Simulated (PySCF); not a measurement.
CH2F, SMILES [CH2]F, multiplicity 2. Atoms are numbered in the order given.

```xyz
4

C     -0.6488     0.0558     0.0000
F      0.6808    -0.0097     0.0000
H     -1.1171    -0.1239     0.9584
H     -1.1171    -0.1239    -0.9584
```
Charge 0, spin multiplicity 2.

Geometry: PBE0-D3(BJ)/def2-TZVPD. The isomer is the one that the SMILES or the coordinates give; other isomers of the formula were not compared.

Level of theory: PBE/def2-TZVPD in PySCF.

Mulliken values depend strongly on the basis, most of all with diffuse functions as here. ESP charges are fitted to the potential on shells at 1.4 to 2.0 van der Waals radii. Atomic charges (e):

```json
[
 {"atom": "C1", "meta-Löwdin": "___", "ESP fit": "-0.33", "Mulliken": "-0.26", "Mulliken spin": "0.92"},
 {"atom": "F2", "meta-Löwdin": "___", "ESP fit": "-0.04", "Mulliken": "-0.16", "Mulliken spin": "0.08"},
 {"atom": "H3", "meta-Löwdin": "___", "ESP fit": "0.19", "Mulliken": "0.21", "Mulliken spin": "0.00"},
 {"atom": "H4", "meta-Löwdin": "___", "ESP fit": "0.19", "Mulliken": "0.21", "Mulliken spin": "0.00"}
]
```

### Question
Fill in the missing entries. (Estimate from the structure and the level; the computed values follow.)

### Answer

- C1, meta-Löwdin: -0.03
- F2, meta-Löwdin: -0.21
- H3, meta-Löwdin: 0.12
- H4, meta-Löwdin: 0.12
